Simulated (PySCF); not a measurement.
A calculated (TPSS, PySCF 2.14, x2c-TZVPall, scalar relativity by spin-free X2C-1e) atom or ion has these occupied shells.

```
shell  electrons  orbital energy (eV)  rms radius, mean of both spins (bohr)
   1s          2             -15043.1                                 0.0464
   2s          2              -2016.7                                  0.193
   2p          6              -1787.2                                  0.171
   3s          2              -305.61                                  0.546
   3p          6              -231.71                                  0.560
   3d         10              -109.87                                  0.582
   4s          2              -37.993                                   1.56
   4p          6              -21.829                                   1.84
```

Problem. Name the element and its charge.

Solution. Rb⁺ (rubidium, charge +1), in [Kr], closed-shell 1S.
